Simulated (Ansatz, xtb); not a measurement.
Ligand exchange: C2H3Cl2F + C2H7FSi2 → C2H3ClF2 + C2H7ClSi2

Species: C2H3Cl2F (1,1-dichloro-1-fluoroethane) `CC(F)(Cl)Cl`, singlet; C2H7FSi2 `C=C[SiH2][SiH2]F`, singlet; C2H3ClF2 `CC(F)(F)Cl`, singlet; C2H7ClSi2 `C=C[SiH2][SiH2]Cl`, singlet. The partners trade Cl for F: C–Cl and Si–F bonds give way to C–F and Si–Cl.

Shapes, held fixed at every level: PBE0-D4/def2-TZVP. Flexible molecules stand in one conformer, not always the lowest. Programs: Ansatz 0.2.0, xtb 6.7.1. The zero-point and thermal change to 298 K, harmonic and unscaled (PBE0-D4/def2-TZVP), is +1.4 kJ/mol.

```tsv
level	kind	ΔH(298 K) (kJ/mol)	less CCSD(T)/CBS estimate	CPU time (sum over the molecules)
GFN2-xTB	semi-empirical	+35.9	+27.7	0.13 s
PBE-D4/def2-TZVPP	GGA	-1.7	-9.9	44 s
r2SCAN-D4/def2-TZVPP	meta-GGA	-3.0	-11.2	85 s
B3LYP-D4/def2-TZVPP	global hybrid	+2.8	-5.4	92 s
PBE0-D4/def2-TZVPP	global hybrid	-5.8	-14.0	60 s
wB97M-V/def2-TZVPP	range-separated hybrid	-1.1	-9.3	3.4 min
wB97X-V/def2-TZVPP	range-separated hybrid	-1.9	-10.1	2.4 min
CCSD/def2-TZVPP	coupled cluster or CI	+2.3	-5.9	–
CCSD(T)/CBS estimate	coupled cluster or CI	+8.2	0.0	50 min
```

The highest level, CCSD(T)/CBS estimate, gives ΔH(298 K) = +8.2 kJ/mol; the levels span -5.8 to +35.9. They disagree on the sign: 4 of 9 are positive. The column of differences is taken from that level and isn't an error. No measured value is set beside it here. The CBS estimate extrapolates MP2 from def2-TZVPP and def2-QZVPP and adds CCSD(T) − MP2 in the triple-zeta set, cores frozen. CCSD(T)/CBS estimate lies outside the range of all other levels here, so it shouldn't be taken on trust. Times are processor times on shared x86 and Arm servers, and rough.
